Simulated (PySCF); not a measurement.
# A survey of $^{29}$Si NMR shifts

- σ from GIAO-PBE0/pcSseg-1
- geometry: GFN2-xTB
- code: PySCF 2.14.0 with density-fitted response routines
- single conformer, no relativistic terms, no solvent model, rapidly exchanging positions averaged

Shieldings were converted by a linear fit to measured shifts: $^{29}$Si (scatter 8.9 ppm rms, 25.8 ppm with the 6 outliers that the fit left out vs TMS, solution or neat liquid). A few per cent of atoms miss by over 2 rms, more outside the fitted compound classes.

(1) Give the $^{29}$Si shifts of `C[C@@H](F)CC[C@@H]([SiH3])[SiH2]Cl`, `C=C[Si@H](Cl)[SiH2]O[SiH3]`.

(2) Order these by $^{29}$Si shift, lowest first.
A. CC(C)[C@H](C)N[SiH2]S
B. ClC[SiH]1OCCO1
C. CS[SiH2]C(C)(C)CN

Results:

(1) 
```tsv
compound	environment	δ (ppm)
[CH3:1][C@@H:2]([F:3])[CH2:4][CH2:5][C@@H:6]([SiH3:7])[SiH2:8][Cl:9]	Si8: silicon bonded to C, Cl, 2 H	-12.6
[CH3:1][C@@H:2]([F:3])[CH2:4][CH2:5][C@@H:6]([SiH3:7])[SiH2:8][Cl:9]	Si7: silicon bonded to C, 3 H	-61.6
[CH2:1]=[CH:2][Si@H:3]([Cl:4])[SiH2:5][O:6][SiH3:7]	Si3: silicon bonded to C, Cl, Si, H	-25.3
[CH2:1]=[CH:2][Si@H:3]([Cl:4])[SiH2:5][O:6][SiH3:7]	Si5: silicon bonded to O, Si, 2 H	-35.3
[CH2:1]=[CH:2][Si@H:3]([Cl:4])[SiH2:5][O:6][SiH3:7]	Si7: silicon bonded to O, 3 H	-41.3
```

(2) A (-33.6 ppm, silicon bonded to N, S, 2 H), C (-14.3 ppm, silicon bonded to C, S, 2 H), B (3.4 ppm, silicon bonded to C, 2 O, H, in a 5-membered ring).
